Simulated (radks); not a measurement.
Radial electron density D(r) = 4 pi r^2 rho(r) of an atom or ion with 3 electrons. Calculated with a radial shooting solver on a logarithmic mesh with Libxc functionals: Dirac Kohn-Sham, PBE, spin-unpolarised, spherical densities, finite nucleus; Fermi nuclear charge, rms radius of each element as measured or else 0.836 A^(1/3) + 0.57 fm.

r (bohr),D(r) (e/bohr)
0.004009,2.315
0.004858,3.222
0.005886,4.441
0.007132,6.049
0.008573,8.025
0.01039,10.60
0.01259,13.71
0.01525,17.29
0.01848,21.15
0.02239,24.92
0.02713,28.07
0.03287,29.93
0.03983,29.85
0.04826,27.46
0.05848,22.93
0.07085,17.11
0.08585,11.41
0.104,7.199
0.126,5.159
0.1527,4.865
0.1836,5.101
0.2224,4.776
0.2695,3.557
0.3266,1.996
0.3957,0.8036
0.4794,0.2187
0.5809,0.03734
0.7039,0.003651

What is the nuclear charge?

Answer. Z = 27. The innermost maximum, from 1s, lies near gamma/Z bohr with gamma = sqrt(1 - (Z/c)^2) = 0.980, here 0.0363 bohr (found: 0.0359), and its height grows with Z. The density is that of the cobalt ion Co24+ in [He] 2s1; the configuration itself is not fixed sharply by these data, and Z only to about a unit. D(r) has 2 maxima, at r = 0.0359, 0.188 bohr, and minima at 0.144 bohr, inside which lie 2.11 electrons.
